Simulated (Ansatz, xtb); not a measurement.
Relative energy of two structures of CH4KN

Structure I: `N[CH2][K]`, a singlet. Structure II: a singlet given by its coordinates. Both are isolated molecules in the gas phase, relaxed with B3LYP/6-31G*; the shapes shown needn't be the lowest conformers.

I (Å):

```xyz
7

C    -0.3028   -2.1183   -1.0391
K    -0.5892   -3.3042   -3.5483
N    -0.8124   -2.7785    0.1827
H    -0.3873   -3.6980    0.2848
H    -1.8121   -2.9505    0.0944
H    -0.7712   -1.1273   -1.1024
H     0.7704   -1.9358   -0.8962
```

II (Å):

```tsv
atom	x (Å)	y (Å)	z (Å)
C	-0.6149	-3.2869	-0.6429
K	-0.7168	-3.0746	-3.2110
N	-0.4506	-1.8031	-0.9172
H	-1.6887	-3.4324	-0.4302
H	-0.0848	-3.5836	0.2755
H	-0.8703	-1.2100	-0.1911
H	0.5457	-1.5856	-0.8727
```

Close contacts (Å): C1–K2 2.58, C1–N3 1.52, K2–N3 2.64, C1–H4 1.10, C1–H5 1.10, N3–H6 1.03, N3–H7 1.02.

Energies in hartree; the thermal terms are from B3LYP/6-31G* harmonic frequencies (ideal gas, rigid rotor, one conformer each, 298.15 K, 1 atm) and include the zero-point energy:

|  | I | II |
| --- | --- | --- |
| E, CCSD(T)/def2-TZVPP | −694.381428 | −694.396152 |
| zero-point energy | 0.051238 | 0.051151 |
| H(298 K) − E | 0.057306 | 0.056711 |
| G(298 K) − E | 0.023003 | 0.024032 |

Q: Work out ΔE, ΔE₀, ΔH and ΔG for I → II in kJ/mol (1 Eh = 2625.50 kJ/mol) and the equilibrium ratio [II]/[I].

A: 1. ΔE = −694.396152 − (−694.381428) = −0.014724 Eh = −38.66 kJ/mol.
2. ΔE₀ = ΔE + ΔZPE = −0.014724 + (−0.000087) Eh = −38.89 kJ/mol.
3. ΔH = ΔE + (−0.000595) Eh = −40.22 kJ/mol.
4. ΔG = ΔE + (+0.001029) Eh = −35.96 kJ/mol, so ΔS = (ΔH − ΔG)/T = −14.3 J/(mol K).
5. kT = 0.9442 mEh, so K = [II]/[I] = exp(−ΔG/kT) = exp(+14.50) ≈ 2.0 × 10^6.

Structure II is favoured at this temperature. An error of 4 kJ/mol in ΔG would change K by a factor of 5. Large T1 diagnostics make the coupled-cluster value less sure. Mirror images and further conformers aren't counted.

Other levels gave ΔE = −32.6 (B3LYP/6-31G*); −47.2 (HF/def2-TZVPP); −43.8 (MP2/def2-TZVPP) kJ/mol. The correlated steps freeze 7 core orbitals; the last core shell of K is correlated, in a basis made for valence electrons. Programs: Ansatz 0.2.0.
